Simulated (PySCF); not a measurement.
C3H5O3, SMILES [CH2]OC(=O)OC, multiplicity 2. Atoms are numbered in the order given.

```xyz
11

C      2.3544    -0.0375     0.0626
O      1.1426    -0.0379     0.6773
C      0.0472     0.0038    -0.0975
O      0.0387     0.0676    -1.2949
O     -1.0112    -0.0358     0.6965
C     -2.2632     0.0041     0.0353
H      3.1916     0.0537     0.7498
H      2.3857     0.1308    -1.0132
H     -2.3743    -0.8521    -0.6462
H     -3.0244    -0.0379     0.8225
H     -2.3701     0.9314    -0.5468
```
Charge 0, spin multiplicity 2.

Geometry optimised at PBE0-D3(BJ)/def2-SVP. The isomer is the one that the SMILES or the coordinates give; other isomers of the formula were not compared.

These are PySCF with PBE/def2-TZVP values and carry that method's errors.

ESP charges are fitted to the potential on shells at 1.4 to 2.0 van der Waals radii. Atomic charges (e):

| atom | meta-Löwdin | ESP fit | Löwdin | Mulliken | Mulliken spin |
|---|---|---|---|---|---|
| C1 | -0.14 | -0.38 | -0.29 | -0.19 | 0.95 |
| O2 | -0.24 | -0.25 | 0.32 | -0.14 | 0.05 |
| C3 | 0.60 | 0.97 | -0.68 | 0.35 | 0.03 |
| O4 | -0.47 | -0.56 | 0.12 | -0.31 | 0.02 |
| O5 | -0.29 | -0.38 | 0.29 | -0.19 | 0.02 |
| C6 | -0.14 | -0.17 | -0.32 | -0.22 | 0.00 |
| H7 | 0.14 | 0.22 | 0.11 | 0.14 | -0.04 |
| H8 | 0.14 | 0.19 | 0.11 | 0.15 | -0.03 |
| H9 | 0.13 | 0.11 | 0.12 | 0.14 | 0.00 |
| H10 | 0.14 | 0.14 | 0.12 | 0.14 | 0.00 |
| H11 | 0.13 | 0.10 | 0.12 | 0.14 | 0.00 |

Computed Mayer and Wiberg (Löwdin basis) orders of the bonds:
```csv
bond,Mayer,Wiberg
C1–O2,1.08,1.68
O2–C3,1.15,1.60
C3–O4,1.98,2.65
C3–O5,1.24,1.71
O5–C6,0.93,1.42
C1–H7,0.96,0.96
C1–H8,0.95,0.95
C6–H9,0.97,0.93
C6–H10,0.96,0.93
C6–H11,0.97,0.93
```
